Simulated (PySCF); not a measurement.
Work out the structure from these simulated measurements.

Formula: C5H10N2.

- Triplet: lowest triplet excitation (Tamm–Dancoff): 2.73 eV [TDA PBE0/def2-SVPD]
- Polarisability: 80.0 au [PBE0/def2-SVPD]
- 13C NMR: chemical shifts (computed TMS as zero) by class: 161.2 (1 C), 161.0 (1 C), 54.8 (1 C), 27.9 (2 C) ppm [GIAO PBE0/pcSseg-1]
- UV, first state: lowest singlet excitation: 3.43 eV (362 nm, f = 0.002) [TDDFT PBE0/def2-SVPD]
- Dipole: 1.02 D [PBE0/def2-SVPD]
- 1H NMR: chemical shifts (computed TMS as zero) by class: 11.66 (1 H), 8.48 (1 H), 7.49 (1 H), 4.31 (1 H), 1.33 (6 H) ppm [GIAO PBE0/pcSseg-1]
- Rotational structure: rotational constants A, B, C: 6.093, 1.348, 1.234 GHz [GFN2-xTB]
- NMR, other nuclei: isotropic shieldings of nuclei other than C and H, by class: -157 (1 N), -112 (1 N) ppm [GIAO PBE0/pcSseg-1]
- UV, strongest line: among the 8 lowest singlet transitions: S3 at 6.04 eV (205 nm, f = 0.353) [TDDFT PBE0/def2-SVPD]

The electronic properties come from PySCF, for the isolated species, density fitting. Levels stand in brackets. NMR shifts are as computed; neighbouring signals can stand in another order in a measured spectrum. One conformer (not necessarily the lowest) at the GFN2-xTB geometry, without solvent, vibrations or thermal averaging. Each NMR value is the plain mean over a class of atoms that symmetry, rotation or inversion makes alike.

Q: What is the compound? Reason from the data.

A: Numbering: `[H]/[N:7]=[CH:6]\[CH:5]=[N:4]/[CH:2]([CH3:1])[CH3:3]`. Its formula, C5H10N2, gives 2 degrees of unsaturation: 0 rings and 2 π bonds in the structure found. 5 carbons fall into 4 classes; from least to most shielded: imine carbon [C6] (161.2 ppm), imine carbon [C5] (161.0 ppm), sp3 carbon bound to nitrogen [C2] (54.8 ppm), methyl carbon [C1/C3] (27.9 ppm, 2 C). Hydrogen classes from least to most shielded: 1 H on an imine nitrogen, N7 (11.66 ppm), 1 H on an imine carbon, C6 (8.48 ppm), 1 H on an imine carbon, C5 (7.49 ppm), 1 H on an sp3 carbon bound to nitrogen, C2 (4.31 ppm), 6 H on 2 methyl carbons, C1/C3 (1.33 ppm, a mean of values up to 0.7 ppm apart in this geometry). The other shieldings belong to: -157 ppm, imine nitrogen [N4]; -112 ppm, imine nitrogen [N7]. S1 is mainly HOMO→LUMO (weight 0.99); the largest Löwdin shares of the orbital it empties are 0.40 on an imine nitrogen, 0.17 on an imine nitrogen, 0.10 on an imine carbon and 0.09 on an imine carbon, of the orbital it fills 0.27 on an imine nitrogen, 0.25 on an imine nitrogen, 0.20 on an imine carbon and 0.17 on an imine carbon. The optimised geometry has point group C1 and is an asymmetric top. Structure: `[H]/N=C\C=N/C(C)C`. Computed isomers that give other values at the same levels: `CC1=NN(C)CC1` (13C chemical shifts (computed TMS as zero) by class: 143.9 (1 C), 56.0 (1 C), 43.1 (1 C), 40.3 (1 C), 18.4 (1 C) ppm); `C=N/N=C\C(C)C` (13C chemical shifts (computed TMS as zero) by class: 133.4 (1 C), 114.5 (1 C), 29.4 (1 C), 22.6 (2 C) ppm); `C#C[C@H](N)CCN` (13C chemical shifts (computed TMS as zero) by class: 95.7 (1 C), 76.4 (1 C), 45.2 (1 C), 41.8 (1 C), 40.0 (1 C) ppm). The assignments are read from this structure; whether some other isomer fits the data as well wasn't checked.

Shape of the structure used: `[H]/[N:7]=[CH:6]\[CH:5]=[N:4]/[CH:2]([CH3:1])[CH3:3]`: C1–C2–N4–C5 -87°, N4–C5–C6–N7 176°.
